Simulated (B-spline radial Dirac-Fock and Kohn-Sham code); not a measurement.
How the binding energies of Ce³⁸⁺ add up

System: the Ce³⁸⁺ ion, configuration [Ar] 3d2; nuclear rms radius 4.8771 fm (A = 140).

Model: Dirac-Fock ΔSCF + Breit + QED. Program: a radial atomic solver. Correlation and solid-state effects are left out. Energies are counted from the vacuum level.

All terms are in eV, carry their sign (relaxation lowers the binding energy) and add up to the binding energy; ⟨r⟩ is the mean radius of the orbital in the initial state.

```
  subshell  −ε (Koopmans)  relaxation    Gaunt  retardation     QED  binding energy  ⟨r⟩ (bohr)
    K (1s)        42729.8      -35.38  -114.35         9.79  -52.95         42536.9       0.025
   L1 (2s)         8608.9       -9.64   -11.69         0.75   -7.07          8581.2       0.104
L2 (2p1/2)         8238.3      -12.12   -19.39         2.00    0.36          8209.2       0.087
L3 (2p3/2)         7783.4      -11.04   -13.79         2.51   -0.42          7760.6       0.093
   M1 (3s)         3163.3       -1.29    -2.55         0.22   -1.77          3157.9       0.259
M2 (3p1/2)         3010.8       -1.54    -4.35         0.52    0.04          3005.5       0.247
M3 (3p3/2)         2903.5       -1.38    -3.06         0.66   -0.13          2899.6       0.257
 M4,5 (3d)         2690.9       -1.90    -1.42         0.28    0.09          2688.0       0.227
```

For the deepest level, K (1s), the Breit terms make up -0.246 % of the binding energy, QED -0.124 % and orbital relaxation -0.083 %.

Going to the tabulated ground configuration of the next ion removes an electron from M4,5 (3d), computed at 2688.0 eV. NIST lists 2706 ± 4 eV as the ionisation energy of this species (theoretical), +18.00 eV from the computed value. Where a p, d or f shell is open in either ion the computed value averages over both j values and all terms, while the table refers to the lowest levels; that difference holds spin-orbit splitting (largest in heavy or highly charged ions), term energies where several electrons share open shells, and correlation, and it can reach 10 % or more.
